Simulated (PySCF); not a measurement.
## How methods differ on the excitation energy of Sn⁺

Sn⁺ [Kr] 4d10 5s2 5p1 (2P) → Sn⁺ [Kr] 4d10 5s1 5p1 6s1 (4P), as a difference of total energies. Calculation: PySCF 2.14, in x2c-TZVPPall with one added diffuse shell each of s, p, d, f type (9s7p5d3f, 76 functions); scalar relativity by spin-free X2C-1e. Correlated levels: valence: [Kr] 4d10 frozen. The calculations carry no spin-orbit coupling.

```json
{"method": "UHF", "excitation energy (cm⁻¹)": "96188"}
{"method": "MP2 (valence)", "excitation energy (cm⁻¹)": "101630"}
{"method": "SCS-MP2 (valence)", "excitation energy (cm⁻¹)": "103620"}
{"method": "CCSD (valence)", "excitation energy (cm⁻¹)": "103250"}
{"method": "CCSD(T) (valence)", "excitation energy (cm⁻¹)": "103370"}
```

The promoted electron is Rydberg-like, and one or two diffuse shells describe it only roughly, which tends to raise the upper state.
